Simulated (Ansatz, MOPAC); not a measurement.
Process, species as SMILES: Br (HBr) -> [Br-] + H+

Wanted: gas-phase deprotonation energy (enthalpy at 298 K), in kcal/mol. Terms: six Cartesian d functions in 6-31G* and its kin unless marked 5d; non-relativistic; spin-orbit terms left out. First-principles rows: single points at B3LYP-D3(BJ) geometries (Ansatz, a first-principles code), with unscaled harmonic terms from B3LYP/6-31G* (LANL2DZ past Ar) at its own minima. Semi-empirical rows: MOPAC heats of formation at their own minima for 298 K, the proton's as measured. Anions need diffuse functions, which STO-3G, LANL2DZ, def2-SVP, cc-pVDZ and Pople sets without + lack.

```
species   coefficient  E at HF/6-31G* (Ansatz), Eh  E at wB97M-V/def2-TZVPD (Ansatz), Eh  H(298 K) - E, kcal/mol  heat of formation at MNDO (MOPAC), kcal/mol
--------  -----------  ---------------------------  ------------------------------------  ----------------------  -------------------------------------------
Br (HBr)           -1                  -2572.68432                           -2574.60901                    5.49                                         3.64
[Br-]              +1                  -2572.17096                           -2574.09462                    1.48                                       -37.50
H+                 +1                      0.00000                               0.00000                    1.48                                       365.69
```

 1 Eh = 627.5095 kcal/mol.

**Question.** Compute it at each level from the table.

**Answer.** 
- HF/6-31G*: the sum of coefficient times E is 0.51336 Eh, or 322.14 kcal/mol; the thermal terms add -2.53. Result: 319.6 kcal/mol.
- wB97M-V/def2-TZVPD: the sum of coefficient times E is 0.51439 Eh, or 322.78 kcal/mol; the thermal terms add -2.53. Result: 320.3 kcal/mol.
- MNDO: the sum of coefficient times heat of formation is 324.55 kcal/mol; it needs no thermal term.
